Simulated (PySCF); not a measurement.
Isomers of C8H9PS, from PBE0-D3(BJ)/def2-SVP geometry optimisation, gas phase in PySCF 2.14.0. One conformer each, no zero-point energy, no frequencies.

Question: Which is lower in electronic energy at this level?
A. `[CH3:1][C:2]#[C:3][P:4]([CH3:5])[c:6]1[cH:7][cH:8][cH:9][s:10]1` with C3–P4–C6–C7 -12°: A = 1742, B = 582.9, C = 476.0 MHz, dipole 2.18 D
B. `[S:1]=[PH:2]1[CH2:3][c:4]2[cH:5][cH:6][cH:7][cH:8][c:9]2[CH2:10]1` with S1–P2–C3–C4 157°, P2–C3–C4–C5 158°, C8–C9–C10–P2 -158°, S1–P2–C10–C9 -157°: A = 3211, B = 551.5, C = 482.4 MHz, dipole 4.48 D

Answer: B. That is `S=[PH]1CC2=CC=CC=C2C1`, 69.5 kcal/mol below the other.

```
            SMILES                                                      mapped SMILES       E (Eh)  relative (kcal/mol)  relative (kJ/mol)  dipole (D)
S=[PH]1Cc2ccccc2C1  [S:1]=[PH:2]1[CH2:3][c:4]2[cH:5][cH:6][cH:7][cH:8][c:9]2[CH2:10]1  -1048.78056                  0.0                0.0        4.48
   CC#CP(C)c1cccs1    [CH3:1][C:2]#[C:3][P:4]([CH3:5])[c:6]1[cH:7][cH:8][cH:9][s:10]1  -1048.66987                 69.5              290.6        2.18
```

As drawn, the higher has a C≡C bond, which the lower lacks.
